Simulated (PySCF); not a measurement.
This PySCF input asks for the NMR shieldings of [C₄H₁₀AlO₄S]-; the geometry comes from PBE0-D3(BJ)/def2-SVP.

```python
import basis_set_exchange as bse
import numpy as np
from pyscf import gto, dft
from pyscf.prop import nmr

atoms = """
O    -1.489559   -1.729011   -1.485745
S    -0.948311   -1.678642   -0.123934
O     0.590569   -1.589404   -0.124810
O    -1.402373   -2.678885    0.835441
C    -1.432857   -0.042111    0.531589
C    -0.934397    1.081514   -0.389325
C     0.053689    1.854453    0.492840
C     0.308715    0.892728    1.650326
O    -0.906874    0.181959    1.802177
Al    1.898977   -1.327842   -1.434778
H    -2.528650   -0.123298    0.607745
H    -0.447086    0.665147   -1.283363
H    -1.770372    1.708245   -0.730412
H    -0.401052    2.786154    0.866045
H     0.976775    2.110461   -0.046766
H     1.133586    0.199480    1.417500
H     0.521186    1.394839    2.606512
H     1.439877   -0.017693   -2.291496
H     3.215371   -1.011711   -0.529421
H     2.047374   -2.670909   -2.328255
"""
names = dict.fromkeys(["O", "S", "C", "Al", "H"], "pcSseg-1")
basis = {el: gto.basis.parse(bse.get_basis(n, elements=[el], fmt="nwchem")) for el, n in names.items()}
mol = gto.M(atom=atoms, basis=basis, charge=-1, verbose=0)
mf = dft.RKS(mol, xc="HYB_GGA_XC_WP04")
mf.grids.level = 2
mf.grids.alignment = dft.numint.BLKSIZE   # the property module wants whole blocks of grid points
mf.conv_tol = 1e-9
mf.kernel()

calc = nmr.RKS(mf)   # GIAO
C = mf.mo_coeff
Co = C[:, mf.mo_occ > 0]
resp = mf.gen_response(singlet=True, hermi=2)
def vind(x):   # induced exchange potential for any number of trial vectors
    d = np.einsum("pi,xij,qj->xpq", C, 2 * x.reshape(-1, C.shape[1], Co.shape[1]), Co, optimize=True)
    return np.einsum("xpq,pi,qj->xij", resp(d - d.transpose(0, 2, 1)), C, Co, optimize=True).ravel()
mo1, _ = nmr.rhf.solve_mo1(calc, with_cphf=vind)
sigma = calc.kernel(mo1)
for i, s in enumerate(sigma):   # ppm
    print("%2d %-2s %9.2f" % (i, mol.atom_pure_symbol(i), np.trace(s) / 3))
```

Question: What does it print?

Answer: 
```
 0 O      97.65
 1 S     135.09
 2 O     132.69
 3 O     103.70
 4 C      71.77
 5 C     140.88
 6 C     142.41
 7 C     100.29
 8 O     233.20
 9 Al    454.01
10 H      27.47
11 H      28.00
12 H      30.03
13 H      30.35
14 H      29.69
15 H      27.03
16 H      28.26
17 H      28.48
18 H      28.66
19 H      28.48
```

These numbers come from an equivalent density-fitted implementation of the same equations, which agrees with the script to about 0.01 ppm for H and up to a few tenths of a ppm for heavy atoms, so last digits may differ.

Size and cost of the density-fitted run: 234 basis functions, 90 s wall time on 1 thread of an Arm Neoverse N1, shared host; peak memory 1.3 GiB.
